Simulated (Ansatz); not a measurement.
Geometry optimisation, RHF/6-31G* in Ansatz 0.2.0.

Input:

```yaml
crystal:
  periodic: [false, false, false]
  atoms:
    - { symbol: Si, position_ang: [0.0, 0.0, 0.0] }
    - { symbol: "N", position_ang: [0.0, 0.0, 1.82] }
    - { symbol: H, position_ang: [-0.877, -0.2713, 2.35] }
    - { symbol: H, position_ang: [0.877, 0.2713, 2.35] }
    - { symbol: O, position_ang: [1.5842, 0.0, -0.5594] }
    - { symbol: Si, position_ang: [2.4906, -1.3762, -0.8866] }
    - { symbol: H, position_ang: [1.6598, -2.3521, -1.5857] }
    - { symbol: H, position_ang: [3.6318, -1.0202, -1.7249] }
    - { symbol: H, position_ang: [2.9691, -1.9538, 0.366] }
    - { symbol: O, position_ang: [-0.7913, 1.3709, -0.5594] }
    - { symbol: C, position_ang: [-2.1512, 1.4177, -0.9653] }
    - { symbol: H, position_ang: [-2.7687, 0.8215, -0.2614] }
    - { symbol: H, position_ang: [-2.5023, 2.4707, -0.9639] }
    - { symbol: H, position_ang: [-2.2473, 0.9975, -1.9882] }
    - { symbol: O, position_ang: [-0.7913, -1.3709, -0.5594] }
    - { symbol: C, position_ang: [-1.5365, -2.2685, 0.2501] }
    - { symbol: H, position_ang: [-1.2251, -2.1576, 1.3097] }
    - { symbol: H, position_ang: [-2.6187, -2.04, 0.1571] }
    - { symbol: H, position_ang: [-1.349, -3.3106, -0.083] }
basis:
  gaussian: { orbitals: "6-31G*" }
hamiltonian:
  xc: hf
relax:
  f_tol: 0.02
  max_steps: 40
output:
  orbitals: {}
```

Command:

```bash
$ ansatz run input.yaml --threads 4 --pin off --max-ram 5120MiB --backend cpu --events-out ev --progress --plain --runs-dir out
```

Task: Where does it end, and by what steps?

Result: The forces met the threshold. The force dipped under the threshold on the way, but the program's further checks kept it going. After 37 steps the energy has fallen by 1.075 eV; H8 moved furthest, 1.51 Å.

```csv
step,energy less start (eV),largest force component (eV/Å),accepted
0,0.0000,2.629,yes
2,-0.8358,0.505,yes
4,-0.9087,0.361,yes
6,-0.9671,0.161,yes
8,-0.9932,0.454,yes
10,-1.0194,0.145,yes
12,-1.0281,0.250,yes
14,-1.0458,0.279,yes
16,-1.0566,0.208,no
18,-1.0630,0.098,yes
20,-1.0664,0.070,yes
22,-1.0685,0.068,yes
24,-1.0697,0.078,yes
26,-1.0704,0.049,yes
28,-1.0714,0.034,yes
30,-1.0265,0.920,no
32,-1.0728,0.042,yes
34,-1.0731,0.109,yes
36,-1.0745,0.056,yes
37,-1.0754,0.008,yes
```

```xyz
19
Properties=species:S:1:pos:R:3
Si -0.409 -0.190 0.516
N -0.051 -0.067 2.175
H -0.686 0.393 2.793
H 0.895 0.064 2.464
O 0.935 -0.758 -0.194
Si 2.147 -1.152 -1.200
H 1.722 -2.226 -2.117
H 2.561 0.016 -1.999
H 3.302 -1.626 -0.416
O -0.860 1.240 -0.112
C -1.525 1.455 -1.327
H -2.433 0.868 -1.384
H -1.777 2.505 -1.390
H -0.889 1.202 -2.170
O -1.660 -1.196 0.237
C -1.711 -2.553 0.583
H -1.424 -2.707 1.617
H -2.727 -2.899 0.446
H -1.057 -3.139 -0.055
```

Whether the end is a true minimum wasn't checked by a vibrational analysis.

Run time: 48 s on 4 threads of AMD EPYC 9R45 96-Core Processor (Zen 5) (shared host), peak memory 0.49 GiB.
